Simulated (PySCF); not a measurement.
Computed IR spectrum (relative IR intensity) of a molecule CH₅ClGeO. Geometry: PBE-D3(BJ)/def2-SVP. Other conformers were not sampled. Computed with PBE-D3(BJ)/def2-SVP in PySCF. Frequencies are harmonic and unscaled.

Lines under 2 % of the strongest are left out, and lines within 2 cm⁻¹ are merged.

```csv
ν (cm⁻¹),relative intensity
78,2.1
177,4.7
258,4.1
404,30
527,19
618,25
649,12
762,78
810,51
1085,100
1153,3.7
1413,3.3
1416,2.7
1426,8.9
2074,53
2138,50
2911,42
2986,21
3042,13
```

### Question
Pick the molecule that these values belong to.
(A) C[O][GeH2][Cl]
(B) O[CH2][GeH2][Cl]
(C) [CH3][Ge@@H]([OH])[Cl]

### Answer
A, C[O][GeH2][Cl]
